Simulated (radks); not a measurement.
Valence configurations of Pr3+ (all share [Xe]). Calculated with a radial shooting solver on a logarithmic mesh with Libxc functionals: Dirac Kohn-Sham, PBE, spin-unpolarised, spherical densities, finite nucleus; open shells are shared between the two j in proportion to 2j + 1; Fermi nuclear charge, rms radius 4.8919 fm. Energies are relative to 4f2; eigenvalues in eV.

valence	E (eV)	e(4f5/2)	e(4f7/2)	e(5d3/2)	e(5d5/2)	e(6p1/2)
4f2	0.000	-29.997	-29.597	-	-	-
4f1 6p1	17.290	-40.758	-40.309	-	-	-19.328
4f1 6s1	12.325	-39.777	-39.328	-	-	-
4f1.5 6p0.5	7.591	-35.220	-34.795	-	-	-18.171
4f1.5 5d0.5	3.510	-33.254	-32.831	-25.019	-24.660	-
6s2	32.835	-	-	-	-	-
4f1 5d1	8.243	-36.717	-36.271	-25.934	-25.553	-
4f1.5 6s0.5	5.214	-34.726	-34.301	-	-	-
6s1 6p1	38.252	-	-	-	-	-21.019

NIST lists [Xe] 4f2 as the ground configuration; this level of theory agrees among the configurations tried. The energies are those of spherical spin-averaged densities, not of single terms.
